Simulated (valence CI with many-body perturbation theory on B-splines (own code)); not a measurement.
**Level structure of Ru39+**

Computed by configuration interaction combined with many-body perturbation theory (CI+MBPT): three valence electrons over a frozen Dirac-Fock core [He], a basis of 11 s, 11 p, 10 d, 8 f, 5 g, 2 h functions for each j, with the one-electron correlation potential Σ1 (screened to all orders), the two-electron term Σ2, the three-electron term Σ3, Breit, model QED; selected single and double excitations, second order for the rest, scaled by the run's own slope (own B-spline code, finite nucleus).

No measured spectrum was set against this ion. As an estimate, large intervals hold to a few tenths of a per cent, small ones and those within an open d or f shell to about a per cent.

Levels 181 to 203 of 203, with energies above the lowest level, (2s^2 2p1/2) J=1/2. "Leading %" is the weight of the configuration and term that name the level; weights of strongly mixed levels are sums over their largest components and can fall short, so below about 35 % the name and the second component can differ from the true leading terms, or belong to a minority configuration. In the jj column 3d3/2^4 stands for four electrons in 3d with j = 3/2. Lifetimes count E1, E2, E3, M1 and M2 decay at the calculated energies, and are blank where another channel may lead or the interval is too uncertain; long ones can be off by a factor of two.

```
No.  Configuration  Term     J  E (eV)  Leading %  Second component              Leading jj  Lifetime
181         2s2p4d   ²F°   7/2  4723.6         72   28 % 2s2p4d ⁴D°   2s 2p3/2 4d5/2 (75 %)   9.38 fs
182         2s2p4f    ⁴F   7/2  4726.6         40    26 % 2s2p4f ⁴G   2s 2p3/2 4f5/2 (99 %)   27.2 fs
183         2s2p4f    ⁴F   5/2  4727.1         47    25 % 2s2p4f ⁴D  2s 2p3/2 4f5/2 (100 %)   27.2 fs
184         2s2p4d   ²P°   1/2  4727.1         81   12 % 2s2p4d ⁴D°   2s 2p3/2 4d5/2 (96 %)   13.1 fs
185         2s2p4f    ⁴G   9/2  4727.6         54    28 % 2s2p4f ⁴F   2s 2p3/2 4f5/2 (77 %)   27.4 fs
186          2p²4f   ²F°   5/2  4728.0         35    33 % 2p²4f ⁴G°    2p1/2^2 4f5/2 (97 %)   27.5 fs
187         2s2p4f    ⁴D   3/2  4728.1         63    29 % 2s2p4f ⁴F  2s 2p3/2 4f5/2 (100 %)   27.1 fs
188         2s2p4f    ⁴D   1/2  4729.0        100                    2s 2p3/2 4f5/2 (100 %)   27.1 fs
189         2s2p4f    ²F   7/2  4729.6         40    25 % 2s2p4f ⁴D   2s 2p3/2 4f7/2 (99 %)   27.6 fs
190         2s2p4f    ⁴G  11/2  4729.7        100                    2s 2p3/2 4f7/2 (100 %)   27.5 fs
191         2s2p4f    ²G   9/2  4729.7         66    34 % 2s2p4f ⁴F   2s 2p3/2 4f7/2 (77 %)   28.1 fs
192          2p²4f   ²F°   7/2  4730.7         30    19 % 2p²4f ²G°    2p1/2^2 4f7/2 (97 %)   27.9 fs
193         2s2p4f    ²F   5/2  4730.7         35    34 % 2s2p4f ⁴D  2s 2p3/2 4f7/2 (100 %)   27.6 fs
194         2s2p4f    ²D   3/2  4732.2         75    20 % 2s2p4f ⁴D   2s 2p3/2 4f7/2 (99 %)   27.9 fs
195         2s2p4p    ²P   1/2  4736.7         59    28 % 2s2p4p ²S   2s 2p3/2 4p1/2 (96 %)   34.1 fs
196         2s2p4p    ²D   3/2  4737.0         69    19 % 2s2p4p ²P   2s 2p3/2 4p1/2 (96 %)   47.3 fs
197         2s2p4p    ²D   5/2  4752.6         84    10 % 2s2p4p ⁴D   2s 2p3/2 4p3/2 (96 %)   40.4 fs
198         2s2p4p    ²P   3/2  4755.0         66    24 % 2s2p4p ²D   2s 2p3/2 4p3/2 (96 %)   52.2 fs
199         2s2p4p    ²S   1/2  4755.9         63    29 % 2s2p4p ²P   2s 2p3/2 4p3/2 (96 %)   89.6 fs
200         2s2p4d   ²D°   3/2  4767.5         79    8 % 2s2p4d ²P°   2s 2p3/2 4d3/2 (94 %)   11.2 fs
201         2s2p4d   ²F°   5/2  4767.8         75   14 % 2s2p4d ²D°   2s 2p3/2 4d3/2 (96 %)   13.1 fs
202         2s2p4d   ²P°   1/2  4769.9         86   12 % 2s2p4d ⁴D°   2s 2p3/2 4d3/2 (96 %)   12.9 fs
203         2s2p4d   ²F°   7/2  4771.1         85    8 % 2s2p4d ⁴F°   2s 2p3/2 4d5/2 (96 %)   26.5 fs
```
